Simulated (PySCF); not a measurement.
C2H5BO3, SMILES CB(O)C(=O)O.

The structure is a stationary point at B3LYP-D3(BJ)/def2-SVP. This is a generated structure with no PubChem entry under its InChIKey; it may be hypothetical. Other conformers were not sampled.

Level of theory: M06-2X/def2-TZVP run with PySCF.

Symmetry labels are those of the subgroup Cs that the program uses (full group Cs).

### Question
List the valence orbital energies around the gap with their symmetry. (An estimate is asked for; the answer gives what the named calculation found.)

### Answer

```json
[
 {"orbital": "HOMO−7", "symmetry": "A'", "energy (eV)": "-13.73"},
 {"orbital": "HOMO−6", "symmetry": "A\"", "energy (eV)": "-13.02"},
 {"orbital": "HOMO−5", "symmetry": "A'", "energy (eV)": "-12.97"},
 {"orbital": "HOMO−4", "symmetry": "A'", "energy (eV)": "-12.43"},
 {"orbital": "HOMO−3", "symmetry": "A\"", "energy (eV)": "-12.04"},
 {"orbital": "HOMO−2", "symmetry": "A'", "energy (eV)": "-11.40"},
 {"orbital": "HOMO−1", "symmetry": "A\"", "energy (eV)": "-11.14"},
 {"orbital": "HOMO", "symmetry": "A'", "energy (eV)": "-9.70"},
 {"orbital": "LUMO", "symmetry": "A\"", "energy (eV)": "-0.56"},
 {"orbital": "LUMO+1", "symmetry": "A'", "energy (eV)": "1.24"},
 {"orbital": "LUMO+2", "symmetry": "A'", "energy (eV)": "1.89"},
 {"orbital": "LUMO+3", "symmetry": "A'", "energy (eV)": "2.47"}
]
```
